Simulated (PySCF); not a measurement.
A structure optimised at PBE-D3(BJ)/def2-SVPD, used in a PySCF frequency run:

```xyz
5

O     -0.2865     1.4093     0.2010
S     -0.2352    -0.0176    -0.3736
O     -0.9882    -1.0181     0.4969
O      1.5285    -0.4021    -0.0193
H      1.7337     0.3690     0.5483
```
Charge -1, spin multiplicity 1.

Write its SMILES and formula.

[O-][S+]([O-])O, HO₃S

What are its rotational constants (standard atomic weights)?

8.4546, 7.3941, 4.5539 GHz
